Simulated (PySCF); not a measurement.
AsF3GeH2, SMILES [F][Ge]([F])([F])[AsH2].

Geometry optimised at B3LYP-D3(BJ)/def2-SVP. This is a generated structure with no PubChem entry under its InChIKey; it may be hypothetical.

Method: PySCF 2.14.0 with TDDFT-PBE/def2-SVPD.

Vertical excitations. The molecule is in vacuum. State labels are in the subgroup Cs.

```tsv
state	symmetry	energy (eV)	λ (nm)	f	main pairs
S1	A'	5.87	211	0.118	HOMO→LUMO 82 %, HOMO−1→LUMO 12 %
S2	A"	6.68	185	0.004	HOMO→LUMO+1 94 %
S3	A'	6.84	181	0.129	HOMO−1→LUMO 52 %, HOMO→LUMO+2 41 %
S4	A"	7.02	177	0.000	HOMO−2→LUMO 99 %
S5	A'	7.03	176	0.155	HOMO→LUMO+2 52 %, HOMO−1→LUMO 26 %, HOMO→LUMO 9 %
S6	A"	7.20	172	0.000	HOMO−3→LUMO 98 %
S7	A'	7.30	170	0.014	HOMO−4→LUMO 97 %
S8	A"	7.56	164	0.001	HOMO−1→LUMO+1 46 %, HOMO→LUMO+4 30 %, HOMO−7→LUMO 21 %
S9	A"	7.65	162	0.002	HOMO−5→LUMO 50 %, HOMO−7→LUMO 40 %
S10	A'	7.66	162	0.009	HOMO−6→LUMO 89 %
T1	A'	4.84	256	0	HOMO→LUMO 98 %
T2	A"	5.93	209	0	HOMO→LUMO+1 92 %
T3	A'	5.98	207	0	HOMO−1→LUMO 97 %
T4	A'	6.35	195	0	HOMO→LUMO+2 95 %
```
Triplets are in the Tamm–Dancoff approximation, which puts them higher than full response would, so one can lie above its singlet here.
